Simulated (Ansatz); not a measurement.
`N[SiH](Cl)[GeH3]`, relaxed with RKS PBE-D4/def2-SVP in Ansatz from a rough embedded geometry. The force threshold is 0.03 eV/Å; the program also tests the step.

Total charge 0; spin multiplicity 1.

Start:

```xyz
10

N     0.413   -1.741    0.227
Si    0.767   -0.115   -0.248
Cl    2.173    0.741    1.080
Ge   -1.175    1.121   -0.289
H     1.348   -2.292    0.291
H     0.080   -1.751    1.256
H     1.309   -0.132   -1.646
H    -0.872    2.562   -0.703
H    -2.262    0.472   -1.189
H    -1.780    1.135    1.221
```

```json
{"step": "1", "energy (eV)": "-78473.6887", "largest force (eV/Å)": "2.173", "largest move (Å)": "0.000"}
{"step": "2", "energy (eV)": "-78473.9259", "largest force (eV/Å)": "1.072", "largest move (Å)": "0.195"}
{"step": "3", "energy (eV)": "-78473.9725", "largest force (eV/Å)": "0.527", "largest move (Å)": "0.101"}
{"step": "4 (rejected)", "energy (eV)": "-78473.9092", "largest force (eV/Å)": "0.867", "largest move (Å)": "0.200"}
{"step": "5", "energy (eV)": "-78473.9991", "largest force (eV/Å)": "0.193", "largest move (Å)": "0.085"}
{"step": "6", "energy (eV)": "-78474.0045", "largest force (eV/Å)": "0.044", "largest move (Å)": "0.049"}
{"step": "7", "energy (eV)": "-78474.0049", "largest force (eV/Å)": "0.021", "largest move (Å)": "0.018"}
```

End:

```xyz
10

N     0.496   -1.721    0.316
Si    0.831   -0.116   -0.244
Cl    2.187    0.993    0.943
Ge   -1.202    1.131   -0.229
H     1.221   -2.438    0.230
H    -0.018   -1.843    1.193
H     1.478   -0.251   -1.591
H    -0.946    2.604   -0.636
H    -2.257    0.521   -1.190
H    -1.791    1.120    1.209
```

Hardware: 4 threads of an AMD EPYC 7R43 on a shared host. Wall time 8 s, peak host memory 0.19 GiB.
